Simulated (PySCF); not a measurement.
PySCF input for NbBr3, SMILES [Nb]([Br])([Br])[Br] (connectivity only; charge and spin as stated), neutral, multiplicity 3, PBE-D3(BJ)/def2-SVP. Coordinates come from a PBE-D3(BJ)/def2-SVP optimisation. The multiplicity is an assumed one; other spin states were not compared. The def2 effective core potentials stand for the cores of Nb; spin–orbit coupling is left out.

```python
import numpy as np
from pyscf import gto, scf, dft, df
from pyscf.hessian import thermo

mol = gto.M(
    atom='''
    Nb    0.00000000    0.00000000    0.09440419
    Br    0.00000000    0.00000000    2.51957630
    Br    0.00000000   -1.99531592   -1.31508204
    Br    0.00000000    1.99531592   -1.31508204
    ''',
    basis='def2-SVP',
    ecp={'Nb': 'def2-svp'},
    charge=0,
    spin=2,
    max_memory=1600,
    verbose=3,
)
mf = dft.UKS(mol, xc='pbe').density_fit(auxbasis='def2-universal-jkfit')
mf.disp = 'd3bj'
mf.grids.level = 3
mf.conv_tol = 1e-11
mf.max_cycle = 100
mf.kernel()
fine, coarse = mf.grids, dft.Grids(mol).set(level=1).build(with_non0tab=True)
for _ in range(3):  # follow internal instabilities
    mf.grids = coarse
    mo, _, stable, _ = mf.stability(return_status=True, nroots=4)
    mf.grids = fine
    if stable:
        break
    mf.kernel(mf.make_rdm1(mo, mf.mo_occ))

# [left out here: the lines that compute and print the analytic Hessian (its translational invariance restored by hand, since the grid's response is missing), thermochemistry and intensities]
```

It prints:

```

WARN: HOMO -0.467129541718682 >= LUMO -0.477697935178406


WARN: HOMO 0.275082505126781 >= LUMO 0.273186863708082


WARN: HOMO -0.161353184749566 >= LUMO -0.174154162957943

converged SCF energy = -7777.52311455542  <S^2> = 2.0141307  2S+1 = 3.0094057
<class 'pyscf.df.df_jk.DFUKS'> wavefunction is stable in the internal stability analysis

WARN: DFTD3 does not support analytical Hessian, using finite difference


WARN: Mole.unit (angstrom) is changed to Bohr

Mode                                 0                   1                   2
Irrep
Freq [cm^-1]                       30.5926             51.1536             63.3320
Reduced mass [au]                  82.1895             88.8525             81.0802
Force const [Dyne/A]                0.0453              0.1370              0.1916
Char temp [K]                      44.0159             73.5987             91.1206
Normal mode                   x     y     z       x     y     z       x     y     z
       0  Nb                 0.00  0.05 -0.00    0.09 -0.00  0.00    0.00 -0.00 -0.03
       1  Br                -0.00 -0.07 -0.00   -0.04  0.00  0.00   -0.00  0.00 -0.04
       2  Br                -0.00  0.01  0.05   -0.03  0.00 -0.00   -0.00 -0.06  0.04
       3  Br                -0.00  0.01 -0.05   -0.03 -0.00  0.00   -0.00  0.06  0.04
Mode                                 3                   4                   5
Irrep
Freq [cm^-1]                      222.2224            278.9391            333.4481
Reduced mass [au]                  79.9050             86.1936             87.4550
Force const [Dyne/A]                2.3249              3.9513              5.7292
Char temp [K]                     319.7286            401.3312            479.7576
Normal mode                   x     y     z       x     y     z       x     y     z
       0  Nb                -0.00  0.00 -0.00   -0.00 -0.07 -0.00   -0.00  0.00 -0.08
       1  Br                 0.00 -0.00 -0.07    0.00 -0.00  0.00    0.00 -0.00  0.05
       2  Br                 0.00  0.05  0.04    0.00  0.04  0.03    0.00  0.02  0.02
       3  Br                 0.00 -0.05  0.04    0.00  0.04 -0.03    0.00 -0.02  0.02
temperature 298.1500 [K]
pressure 101325.00 [Pa]
Rotational constants [GHz] 0.79432 0.64424 0.35573
Symmetry number 2
Zero-point energy (ZPE) 0.00223 [Eh]   5859.835 [J/mol]
                           tot       elec      trans        rot        vib
Entropy [J/mol/K]       399.949      9.134    181.169    127.481     82.165
Cv [J/mol/K]             71.223      0.000     12.472     12.472     46.279
Cp [J/mol/K]             79.537      0.000     20.786     12.472     46.279
Internal energy [J/mol]                      3718.434   3718.434  16019.818
Internal energy [Eh]   -7777.51418  -7777.52311
Enthalpy [J/mol]                             6197.391   3718.434  16019.818
Enthalpy [Eh]          -7777.51324
Gibbs free energy [J/mol]                  -47818.109 -34290.051  -8477.634
Gibbs free energy [Eh] -7777.55865
mode   freq/cm-1   IR/(km/mol)
   1       30.59         3.633
   2       51.15         1.481
   3       63.33         0.028
   4      222.22         0.016
   5      278.94        97.615
   6      333.45        57.076
max |gradient| / (hartree/bohr): 4.041035207096185e-05
APT charges: [ 1.5337 -0.4847 -0.5245 -0.5245]
```

The calculation finished and met its thresholds.
